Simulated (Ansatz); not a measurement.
PBE exchange is replaced step by step with exact exchange (0 % is PBE, 25 % PBE0; no dispersion term), basis def2-TZVPD, Ansatz. System: the cluster Sr3⁻. Total charge -1; doublet. Geometry: r2SCAN/def2-TZVPD.

Geometry of the doublet:

```xyz
3

Sr    1.1190   -1.7632    1.0822
Sr   -0.1908    2.1030    1.0680
Sr   -0.9282   -0.3398   -2.1502
```

In the def2 sets Sr takes a core potential; there is no spin–orbit coupling. At PBE/def2-TZVPD, PBE with 5 % exact exchange/def2-TZVPD, PBE with 10 % exact exchange/def2-TZVPD, PBE with 15 % exact exchange/def2-TZVPD the highest occupied level of the charge -1 doublet lies above zero (up to 0.48 eV). Its loss leaves the charge 0 singlet, which lies 0.91 eV higher (vertical, at PBE/def2-TZVPD), but this difference is unsure: the singlet is doubtful (geometry relaxed on an unsound state). At PBE0/def2-TZVPD, PBE with 35 % exact exchange/def2-TZVPD, PBE with 50 % exact exchange/def2-TZVPD the charge -1 doublet is spin-contaminated (final ⟨S²⟩ up to 1.02, 0.75 for a pure state). The geometry of the doublet was relaxed on an unsound state (⟨S²⟩ 1.23, where a pure state has 0.75). The structure comes from a short search, and lower isomers may exist.

HOMO and LUMO are taken over both spins.

```json
{"exact exchange (%)": "0", "HOMO (eV)": "0.48", "LUMO (eV)": "0.85", "gap (eV)": "0.38", "⟨S²⟩": "0.797"}
{"exact exchange (%)": "5", "HOMO (eV)": "0.37", "LUMO (eV)": "0.94", "gap (eV)": "0.57", "⟨S²⟩": "0.803"}
{"exact exchange (%)": "10", "HOMO (eV)": "0.26", "LUMO (eV)": "1.03", "gap (eV)": "0.76", "⟨S²⟩": "0.811"}
{"exact exchange (%)": "15", "HOMO (eV)": "0.16", "LUMO (eV)": "1.11", "gap (eV)": "0.95", "⟨S²⟩": "0.820"}
{"exact exchange (%)": "25", "HOMO (eV)": "-0.06", "LUMO (eV)": "1.27", "gap (eV)": "1.32", "⟨S²⟩": "0.846"}
{"exact exchange (%)": "50", "HOMO (eV)": "-0.60", "LUMO (eV)": "1.66", "gap (eV)": "2.26", "⟨S²⟩": "1.016"}
```

Question: Estimate the row for 35 %.

Answer: 
```tsv
exact exchange (%)	HOMO (eV)	LUMO (eV)	gap (eV)	⟨S²⟩
35	-0.27	1.42	1.69	0.890
```
